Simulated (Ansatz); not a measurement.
Harmonic vibrations of CH₇AlGeSi (`[CH2]1[AlH][GeH2][SiH2]1`) by finite differences.

```yaml
crystal:
  periodic: [false, false, false]
  atoms:
    - {symbol: C, position_ang: [-0.279461, 1.274506, -0.579519]}
    - {symbol: Al, position_ang: [1.234180, 0.926058, 0.631314]}
    - {symbol: Ge, position_ang: [0.295734, -1.308033, 1.137111]}
    - {symbol: Si, position_ang: [-0.729761, -0.532628, -0.896088]}
    - {symbol: H, position_ang: [-1.073892, 1.702328, 0.051867]}
    - {symbol: H, position_ang: [-0.170906, 1.919333, -1.452806]}
    - {symbol: H, position_ang: [2.545947, 1.784762, 0.890761]}
    - {symbol: H, position_ang: [1.066982, -2.636162, 1.129926]}
    - {symbol: H, position_ang: [-0.704743, -1.336358, 2.309975]}
    - {symbol: H, position_ang: [0.055051, -1.049771, -2.054564]}
    - {symbol: H, position_ang: [-2.173733, -0.801135, -1.147278]}
basis:
  gaussian: {orbitals: def2-TZVP}
hamiltonian: {xc: pbe0, dispersion: d4}
phonons: {temperatures: {t_min: 298.15, t_max: 900, t_step: 200}}
```

```sh
$ ansatz run in.yaml --threads 4 --pin off --events-out ev --progress --plain
```

It prints (some lines left out):

```
Functional definition: PBE0
mean field -72129.61517513 eV, -2650.7144664770 hartree, gradient 8.7e-6 eV, S^2 0.000000; 0 other end points of the search recorded, 0 dependent functions left out
mean field -72129.61507093 eV, -2650.7144626475 hartree, gradient 1.0e-6 eV, S^2 0.000000; 0 other end points of the search recorded, 0 dependent functions left out
mean field -72129.61509898 eV, -2650.7144636784 hartree, gradient 1.3e-6 eV, S^2 0.000000; 0 other end points of the search recorded, 0 dependent functions left out
mean field -72129.61508486 eV, -2650.7144631596 hartree, gradient 1.1e-6 eV, S^2 0.000000; 0 other end points of the search recorded, 0 dependent functions left out
mean field -72129.61503857 eV, -2650.7144614584 hartree, gradient 8.7e-7 eV, S^2 0.000000; 0 other end points of the search recorded, 0 dependent functions left out
mean field -72129.61504505 eV, -2650.7144616964 hartree, gradient 9.9e-7 eV, S^2 0.000000; 0 other end points of the search recorded, 0 dependent functions left out
mean field -72129.61505088 eV, -2650.7144619109 hartree, gradient 1.3e-6 eV, S^2 0.000000; 0 other end points of the search recorded, 0 dependent functions left out
mean field -72129.61512387 eV, -2650.7144645929 hartree, gradient 1.2e-6 eV, S^2 0.000000; 0 other end points of the search recorded, 0 dependent functions left out
mean field -72129.61510352 eV, -2650.7144638451 hartree, gradient 1.3e-6 eV, S^2 0.000000; 0 other end points of the search recorded, 0 dependent functions left out
mean field -72129.61514654 eV, -2650.7144654262 hartree, gradient 2.8e-6 eV, S^2 0.000000; 0 other end points of the search recorded, 0 dependent functions left out
mean field -72129.61511865 eV, -2650.7144644012 hartree, gradient 1.4e-6 eV, S^2 0.000000; 0 other end points of the search recorded, 0 dependent functions left out
mean field -72129.61515190 eV, -2650.7144656231 hartree, gradient 2.9e-6 eV, S^2 0.000000; 0 other end points of the search recorded, 0 dependent functions left out
mean field -72129.61514009 eV, -2650.7144651892 hartree, gradient 1.4e-6 eV, S^2 0.000000; 0 other end points of the search recorded, 0 dependent functions left out
mean field -72129.61513832 eV, -2650.7144651242 hartree, gradient 1.7e-6 eV, S^2 0.000000; 0 other end points of the search recorded, 0 dependent functions left out
mean field -72129.61511198 eV, -2650.7144641562 hartree, gradient 1.9e-6 eV, S^2 0.000000; 0 other end points of the search recorded, 0 dependent functions left out
mean field -72129.61508183 eV, -2650.7144630482 hartree, gradient 2.0e-6 eV, S^2 0.000000; 0 other end points of the search recorded, 0 dependent functions left out
mean field -72129.61512728 eV, -2650.7144647184 hartree, gradient 1.8e-6 eV, S^2 0.000000; 0 other end points of the search recorded, 0 dependent functions left out
mean field -72129.61514676 eV, -2650.7144654343 hartree, gradient 2.3e-6 eV, S^2 0.000000; 0 other end points of the search recorded, 0 dependent functions left out
mean field -72129.61509107 eV, -2650.7144633879 hartree, gradient 2.6e-6 eV, S^2 0.000000; 0 other end points of the search recorded, 0 dependent functions left out
mean field -72129.61506640 eV, -2650.7144624810 hartree, gradient 1.8e-6 eV, S^2 0.000000; 0 other end points of the search recorded, 0 dependent functions left out
mean field -72129.61509631 eV, -2650.7144635802 hartree, gradient 2.4e-6 eV, S^2 0.000000; 0 other end points of the search recorded, 0 dependent functions left out
mean field -72129.61510622 eV, -2650.7144639444 hartree, gradient 2.9e-6 eV, S^2 0.000000; 0 other end points of the search recorded, 0 dependent functions left out
mean field -72129.61510963 eV, -2650.7144640700 hartree, gradient 2.0e-6 eV, S^2 0.000000; 0 other end points of the search recorded, 0 dependent functions left out
mean field -72129.61508736 eV, -2650.7144632514 hartree, gradient 6.5e-7 eV, S^2 0.000000; 0 other end points of the search recorded, 0 dependent functions left out
mean field -72129.61511553 eV, -2650.7144642865 hartree, gradient 2.4e-6 eV, S^2 0.000000; 0 other end points of the search recorded, 0 dependent functions left out
mean field -72129.61512311 eV, -2650.7144645652 hartree, gradient 1.4e-6 eV, S^2 0.000000; 0 other end points of the search recorded, 0 dependent functions left out
mean field -72129.61511685 eV, -2650.7144643353 hartree, gradient 1.3e-6 eV, S^2 0.000000; 0 other end points of the search recorded, 0 dependent functions left out
mean field -72129.61515726 eV, -2650.7144658202 hartree, gradient 9.2e-7 eV, S^2 0.000000; 0 other end points of the search recorded, 0 dependent functions left out
mean field -72129.61514543 eV, -2650.7144653854 hartree, gradient 1.0e-6 eV, S^2 0.000000; 0 other end points of the search recorded, 0 dependent functions left out
mean field -72129.61513008 eV, -2650.7144648215 hartree, gradient 1.3e-6 eV, S^2 0.000000; 0 other end points of the search recorded, 0 dependent functions left out
mean field -72129.61514408 eV, -2650.7144653357 hartree, gradient 1.1e-6 eV, S^2 0.000000; 0 other end points of the search recorded, 0 dependent functions left out
mean field -72129.61516431 eV, -2650.7144660791 hartree, gradient 1.1e-6 eV, S^2 0.000000; 0 other end points of the search recorded, 0 dependent functions left out
mean field -72129.61516576 eV, -2650.7144661325 hartree, gradient 1.2e-6 eV, S^2 0.000000; 0 other end points of the search recorded, 0 dependent functions left out
mean field -72129.61513566 eV, -2650.7144650262 hartree, gradient 1.2e-6 eV, S^2 0.000000; 0 other end points of the search recorded, 0 dependent functions left out
mean field -72129.61512879 eV, -2650.7144647739 hartree, gradient 1.3e-6 eV, S^2 0.000000; 0 other end points of the search recorded, 0 dependent functions left out
mean field -72129.61510104 eV, -2650.7144637542 hartree, gradient 1.4e-6 eV, S^2 0.000000; 0 other end points of the search recorded, 0 dependent functions left out
mean field -72129.61510706 eV, -2650.7144639755 hartree, gradient 1.2e-6 eV, S^2 0.000000; 0 other end points of the search recorded, 0 dependent functions left out
mean field -72129.61516379 eV, -2650.7144660603 hartree, gradient 1.4e-6 eV, S^2 0.000000; 0 other end points of the search recorded, 0 dependent functions left out
mean field -72129.61512958 eV, -2650.7144648028 hartree, gradient 1.5e-6 eV, S^2 0.000000; 0 other end points of the search recorded, 0 dependent functions left out
mean field -72129.61517219 eV, -2650.7144663689 hartree, gradient 1.2e-6 eV, S^2 0.000000; 0 other end points of the search recorded, 0 dependent functions left out
mean field -72129.61515045 eV, -2650.7144655700 hartree, gradient 1.4e-6 eV, S^2 0.000000; 0 other end points of the search recorded, 0 dependent functions left out
mean field -72129.61517471 eV, -2650.7144664613 hartree, gradient 1.5e-6 eV, S^2 0.000000; 0 other end points of the search recorded, 0 dependent functions left out
mean field -72129.61516875 eV, -2650.7144662424 hartree, gradient 1.8e-6 eV, S^2 0.000000; 0 other end points of the search recorded, 0 dependent functions left out
mean field -72129.61516268 eV, -2650.7144660192 hartree, gradient 1.1e-6 eV, S^2 0.000000; 0 other end points of the search recorded, 0 dependent functions left out
mean field -72129.61515532 eV, -2650.7144657489 hartree, gradient 1.0e-6 eV, S^2 0.000000; 0 other end points of the search recorded, 0 dependent functions left out
mean field -72129.61511927 eV, -2650.7144644242 hartree, gradient 1.6e-6 eV, S^2 0.000000; 0 other end points of the search recorded, 0 dependent functions left out
mean field -72129.61515093 eV, -2650.7144655876 hartree, gradient 1.5e-6 eV, S^2 0.000000; 0 other end points of the search recorded, 0 dependent functions left out
mean field -72129.61517723 eV, -2650.7144665541 hartree, gradient 2.5e-6 eV, S^2 0.000000; 0 other end points of the search recorded, 0 dependent functions left out
mean field -72129.61516445 eV, -2650.7144660843 hartree, gradient 1.8e-6 eV, S^2 0.000000; 0 other end points of the search recorded, 0 dependent functions left out
mean field -72129.61514603 eV, -2650.7144654074 hartree, gradient 1.1e-6 eV, S^2 0.000000; 0 other end points of the search recorded, 0 dependent functions left out
mean field -72129.61515702 eV, -2650.7144658113 hartree, gradient 1.4e-6 eV, S^2 0.000000; 0 other end points of the search recorded, 0 dependent functions left out
mean field -72129.61516325 eV, -2650.7144660403 hartree, gradient 2.1e-6 eV, S^2 0.000000; 0 other end points of the search recorded, 0 dependent functions left out
mean field -72129.61517862 eV, -2650.7144666050 hartree, gradient 2.5e-6 eV, S^2 0.000000; 0 other end points of the search recorded, 0 dependent functions left out
mean field -72129.61515263 eV, -2650.7144656498 hartree, gradient 1.6e-6 eV, S^2 0.000000; 0 other end points of the search recorded, 0 dependent functions left out
mean field -72129.61513541 eV, -2650.7144650171 hartree, gradient 1.5e-6 eV, S^2 0.000000; 0 other end points of the search recorded, 0 dependent functions left out
mean field -72129.61515557 eV, -2650.7144657580 hartree, gradient 2.1e-6 eV, S^2 0.000000; 0 other end points of the search recorded, 0 dependent functions left out
mean field -72129.61515620 eV, -2650.7144657813 hartree, gradient 1.9e-6 eV, S^2 0.000000; 0 other end points of the search recorded, 0 dependent functions left out
mean field -72129.61515862 eV, -2650.7144658702 hartree, gradient 1.9e-6 eV, S^2 0.000000; 0 other end points of the search recorded, 0 dependent functions left out
mean field -72129.61516820 eV, -2650.7144662222 hartree, gradient 2.3e-6 eV, S^2 0.000000; 0 other end points of the search recorded, 0 dependent functions left out
mean field -72129.61512637 eV, -2650.7144646849 hartree, gradient 1.7e-6 eV, S^2 0.000000; 0 other end points of the search recorded, 0 dependent functions left out
mean field -72129.61515493 eV, -2650.7144657346 hartree, gradient 1.7e-6 eV, S^2 0.000000; 0 other end points of the search recorded, 0 dependent functions left out
mean field -72129.61511214 eV, -2650.7144641620 hartree, gradient 1.8e-6 eV, S^2 0.000000; 0 other end points of the search recorded, 0 dependent functions left out
mean field -72129.61513560 eV, -2650.7144650240 hartree, gradient 2.0e-6 eV, S^2 0.000000; 0 other end points of the search recorded, 0 dependent functions left out
mean field -72129.61516340 eV, -2650.7144660459 hartree, gradient 1.8e-6 eV, S^2 0.000000; 0 other end points of the search recorded, 0 dependent functions left out
mean field -72129.61517253 eV, -2650.7144663814 hartree, gradient 2.0e-6 eV, S^2 0.000000; 0 other end points of the search recorded, 0 dependent functions left out
mean field -72129.61515835 eV, -2650.7144658603 hartree, gradient 1.4e-6 eV, S^2 0.000000; 0 other end points of the search recorded, 0 dependent functions left out
mean field -72129.61517917 eV, -2650.7144666254 hartree, gradient 1.4e-6 eV, S^2 0.000000; 0 other end points of the search recorded, 0 dependent functions left out
Total energy: -72129.85459791 eV, -2650.7232651017 hartree
Atom 0 at    -0.279461     1.274506    -0.579519 Å, force    -0.000993    -0.000920     0.003133 eV/Å
Atom 1 at     1.234180     0.926058     0.631314 Å, force    -0.001053     0.000042    -0.000031 eV/Å
Atom 2 at     0.295734    -1.308033     1.137111 Å, force     0.003071     0.002457     0.000916 eV/Å
Atom 3 at    -0.729761    -0.532628    -0.896088 Å, force    -0.002016     0.000261     0.001360 eV/Å
Atom 4 at    -1.073892     1.702328     0.051867 Å, force     0.000784     0.000034    -0.000484 eV/Å
Atom 5 at    -0.170906     1.919333    -1.452806 Å, force     0.000329    -0.000813    -0.000491 eV/Å
Atom 6 at     2.545947     1.784762     0.890761 Å, force     0.000424    -0.000190    -0.000831 eV/Å
Atom 7 at     1.066982    -2.636162     1.129926 Å, force    -0.000084    -0.001553    -0.000329 eV/Å
Atom 8 at    -0.704743    -1.336358     2.309975 Å, force    -0.001500     0.000547    -0.001488 eV/Å
Atom 9 at     0.055051    -1.049771    -2.054564 Å, force     0.001210     0.000228    -0.000925 eV/Å
Atom 10 at    -2.173733    -0.801135    -1.147278 Å, force    -0.000173    -0.000092    -0.000830 eV/Å
Dipole moment:     0.025594     0.239648     0.018117 e Å
Vibrations: 93.42 220.63 273.82 288.89 330.52 342.13 417.36 497.98 501.88 562.12 580.76 613.03 668.53 687.67 785.08 848.56 901.01 921.48 935.75 1361.18 1905.63 2116.38 2144.72 2190.20 2200.64 3019.38 3132.38 cm⁻¹, zero-point energy 1.769326 eV
```

It took 3.4 min on 4 threads of a server CPU on a shared host, with 0.61 GiB of host memory at the peak.
